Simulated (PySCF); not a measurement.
Species: C₈H₁₃P.
Bonds: C1–C2 (double), C2–C3, C3–C4 (double), C4–C5, C5–C6, C5–C7, C4–P8, P8–C9, C3–P8. Hydrogens: H10, H11 on C1; H12 on C2; H13 on C5; H14, H15, H16 on C6; H17, H18, H19 on C7; H20, H21, H22 on C9.

Method used: PBE0-D3(BJ)/def2-SVP geometry optimisation, gas phase (PySCF 2.14.0).

(1) List the bond lengths, angles and torsions at this level.

Answers

(1) 
```json
{"bond": "C1=C2", "length (Å)": "1.340"}
{"bond": "C2–C3", "length (Å)": "1.439"}
{"bond": "C3=C4", "length (Å)": "1.315"}
{"bond": "C4–C5", "length (Å)": "1.484"}
{"bond": "C5–C6, C5–C7", "length (Å)": "1.527"}
{"bond": "C4–P8", "length (Å)": "1.834"}
{"bond": "P8–C9", "length (Å)": "1.869"}
{"bond": "C3–P8", "length (Å)": "1.839"}
{"bond": "C1–H10", "length (Å)": "1.094"}
{"bond": "C1–H11", "length (Å)": "1.092"}
{"bond": "C2–H12", "length (Å)": "1.097"}
{"bond": "C5–H13", "length (Å)": "1.107"}
{"bond": "C6–H14 and 5 like bonds", "length (Å)": "1.101"}
{"bond": "C9–H20, C9–H21, C9–H22", "length (Å)": "1.101"}
```

Bonds in one row agree within 0.01 Å and their mean is given. A selection of angles:
```json
{"angle": "C2–C1–H10", "degrees": "120.5"}
{"angle": "C2–C1–H11", "degrees": "121.6"}
{"angle": "H10–C1–H11", "degrees": "118.0"}
{"angle": "C1–C2–C3", "degrees": "123.1"}
{"angle": "C1–C2–H12", "degrees": "120.1"}
{"angle": "C3–C2–H12", "degrees": "116.8"}
{"angle": "C2–C3–C4", "degrees": "147.1"}
{"angle": "C2–C3–P8", "degrees": "144.1"}
{"angle": "C4–C3–P8", "degrees": "68.8"}
{"angle": "C3–C4–C5", "degrees": "146.5"}
{"angle": "C3–C4–P8", "degrees": "69.2"}
{"angle": "C5–C4–P8", "degrees": "144.2"}
{"angle": "C4–C5–C6", "degrees": "111.4"}
{"angle": "C4–C5–H13", "degrees": "106.3"}
{"angle": "C6–C5–C7", "degrees": "112.3"}
{"angle": "C6–C5–H13", "degrees": "108.6"}
{"angle": "C7–C5–H13", "degrees": "107.5"}
{"angle": "C5–C6–H14", "degrees": "110.6"}
{"angle": "H14–C6–H15", "degrees": "107.9"}
{"angle": "C4–P8–C9", "degrees": "103.3"}
{"angle": "C3–P8–C4", "degrees": "42.0"}
{"angle": "C3–P8–C9", "degrees": "103.8"}
{"angle": "P8–C9–H20", "degrees": "109.6"}
{"angle": "P8–C9–H21", "degrees": "112.0"}
{"angle": "H20–C9–H21", "degrees": "109.0"}
{"angle": "H20–C9–H22", "degrees": "107.5"}
```

Torsions: C1–C2–C3–C4 -177° (antiperiplanar); C2–C3–C4–C5 -1° (synperiplanar); C3–C4–C5–C6 0° (synperiplanar); C3–C4–P8–C9 -96° (anticlinal); C2–C3–P8–C4 178° (antiperiplanar). The mirror-image conformer, all signs reversed, is as good.

The 6 C–C bonds span 1.315 Å (C3=C4, drawn double) to 1.529 Å (C5–C7, drawn single), a spread of 0.214 Å. The 3-membered ring C3–C4–P8 has internal angles of 42.0° to 69.2°. P8 (phosphine phosphorus) is pyramidal (angles 103.8°, 103.3° and 42.0°, sum 249.1°, 1.09 Å off the plane of its three neighbours). The 3 C–P bonds span 1.834 Å (C4–P8, drawn single) to 1.869 Å (P8–C9, drawn single), a spread of 0.035 Å.

Point group: C1 (no symmetry element, even within 0.4 Å). No PBE0-D3(BJ)/def2-SVP frequencies stand behind this structure, so it isn't proved a minimum. One conformer, not necessarily the lowest.
